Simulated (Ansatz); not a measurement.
Geometry optimisation, Ansatz 0.2.0, RKS B3LYP/def2-SVP.

The input (input.yaml):

```yaml
crystal:
  periodic: [false, false, false]
  atoms:
    - { symbol: B, position_ang: [-0.54773, 0.34755, -0.39962] }
    - { symbol: Se, position_ang: [0.86629, -0.83078, -0.74925] }
    - { symbol: Na, position_ang: [1.63117, -0.93347, 1.6811] }
    - { symbol: H, position_ang: [0.61116, -1.39749, -2.14734] }
    - { symbol: H, position_ang: [-0.34417, 1.50469, -0.39704] }
basis:
  gaussian: { orbitals: def2-SVP }
hamiltonian:
  xc: b3lyp
relax:
  f_tol: 0.02
  max_steps: 50
```

Run as:

```bash
$ ansatz run input.yaml --threads 1 --pin off --max-ram 2048MiB --backend cpu --events-out ev --progress --plain --runs-dir out
```

Problem. Where does it end, and by what steps?

Solution. The forces met the threshold. After 13 steps the energy has fallen by 2.892 eV; Na3 moved furthest, 1.10 Å. Parted: Se2–Na3. Joined: B1–Na3.

| step | energy less start (eV) | largest force component (eV/Å) | accepted |
| --- | --- | --- | --- |
| 0 | 0.0000 | 1.334 | yes |
| 1 | -0.5557 | 1.213 | yes |
| 2 | -0.8899 | 1.377 | yes |
| 3 | -1.0388 | 0.709 | yes |
| 4 | -1.2813 | 1.352 | yes |
| 5 | -1.6087 | 1.618 | yes |
| 6 | -1.9943 | 1.174 | yes |
| 7 | -2.3407 | 1.142 | yes |
| 8 | -2.6051 | 0.795 | yes |
| 9 | -2.7870 | 0.680 | yes |
| 10 | -2.8290 | 0.945 | yes |
| 11 | -2.8812 | 0.439 | yes |
| 12 | -2.8912 | 0.086 | yes |
| 13 | -2.8918 | 0.019 | yes |

```xyz
5
Properties=species:S:1:pos:R:3
B 0.334 0.080 -0.020
Se 0.878 -1.277 -1.261
Na 1.331 -0.031 2.241
H 0.134 -0.971 -2.527
H -0.460 0.890 -0.445
```

Time of the run: 51 s on 1 thread of Intel(R) Xeon(R) Platinum 8375C CPU @ 2.90GHz (Ice Lake) (shared host), peak memory 0.16 GiB.
